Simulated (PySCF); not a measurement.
Geometries of 2 isomers of C2H8O2SeSi, from PySCF, PBE0-D3(BJ)/def2-SVP geometry optimisation, gas phase. One conformer each, no zero-point energy, no frequencies.

Question: Which isomer lies lower at this level?
A.
```xyz
14
angstrom
C     -2.456    0.629    0.575
O     -1.148    0.197    0.842
Si    -0.322   -0.985    0.018
Se     1.947   -0.942    0.537
C      2.275    0.785   -0.339
O      2.277   -2.101   -0.617
H     -3.203   -0.139    0.842
H     -2.661    1.527    1.177
H     -2.596    0.891   -0.489
H     -0.756   -2.361    0.385
H     -0.378   -0.761   -1.455
H      1.979    0.675   -1.391
H      1.693    1.571    0.164
H      3.350    0.996   -0.270
```
B.
```xyz
14
angstrom
C     -2.175    0.607    0.028
Se    -1.373   -0.637    1.289
C      0.035   -1.292    0.093
Si     1.491   -0.112    0.065
O      1.002    1.457    0.333
O      2.157   -0.186   -1.449
H     -2.640    0.058   -0.802
H     -1.411    1.299   -0.348
H     -2.949    1.167    0.571
H     -0.397   -1.451   -0.908
H      0.336   -2.279    0.477
H      2.487   -0.507    1.108
H      0.464    1.550    1.130
H      2.966    0.312   -1.595
```

Answer: B. That is `C[Se]C[SiH](O)O`, 84.8 kcal/mol below the other.

```json
{"SMILES": "C[Se]C[SiH](O)O", "atoms numbered as above": "[CH3:1][Se:2][CH2:3][SiH:4]([OH:5])[OH:6]", "E (Eh)": "-2921.40257", "relative (kcal/mol)": "0.0", "relative (kJ/mol)": "0.0", "dipole (D)": "0.31"}
{"SMILES": "CO[SiH2][Se@](C)=O", "atoms numbered as above": "[CH3:1][O:2][SiH2:3][Se@:4]([CH3:5])=[O:6]", "E (Eh)": "-2921.26746", "relative (kcal/mol)": "84.8", "relative (kJ/mol)": "354.7", "dipole (D)": "4.59"}
```

As drawn, the lower has an O–H bond and an Si–C bond, which the higher lacks.
